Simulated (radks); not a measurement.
Initial-state core-level shifts of the magnesium ion Mg+ when its valence configuration changes from [Ne] 3s1. Calculated with a radial shooting solver on a logarithmic mesh with Libxc functionals: scalar-relativistic Kohn-Sham, PBEsol, spin-polarised, spherical densities, finite nucleus; open shells are filled with parallel spins first; Fermi nuclear charge, rms radius 3.057 fm. Shifts are changes of the shell-averaged eigenvalues in eV (positive: less bound); the change of the density at the nucleus, which sets a Mossbauer isomer shift, is in e/bohr^3, on a base of 1157.

valence          1s      2s      2p  density at nucleus
3p1          -1.845  -1.826  -1.804             -2.2094
3s0.5 3p0.5  -0.921  -0.913  -0.902             -1.1113
